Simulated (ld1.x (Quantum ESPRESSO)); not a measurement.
## Transferability test, TM semilocal potential for indium (In)

In (Z = 49), norm-conserving Troullier–Martins (semilocal form), made with ld1.x (Quantum ESPRESSO) 7.5 (Wu–Cohen, scalar-relativistic). Core [Kr], reference 4d10 5s1 5p2. Waves: 5p (bound): rc 2.65 bohr; 4d (bound): rc 1.55 bohr; 5s (bound): rc 1.75 bohr. Local part: the s channel. Core correction: none.

Energies are relative to the spin-unpolarised reference configuration 4d10 5s1 5p2; without spin polarisation the order of configurations can differ from experiment.

```tsv
valence configuration	charge	ΔE all-electron (eV)	error AE − PS (meV)
4d10 5s2 5p1	0	-5.903	+1.5
4d10 5s1 5p0	+2	18.745	-15
4d10 5s0 5p3	0	6.150	+0.2
4d10 5s0 5p0	+3	47.015	-12
4d9 5s2 5p2	0	12.342	-109
4d9 5s0 5p0	+4	103.414	+70
```

What are ΔE and the potential's error for 4d10 5s2 5p0?

ΔE = -0.552 eV all-electron; the error (AE − PS) is -3.6 meV.

Levels in the configuration 4d10 5s0 5p3:

```tsv
level	all-electron (eV)	pseudo (eV)
4d	-21.659	-21.673
5p	-3.859	-3.857
```
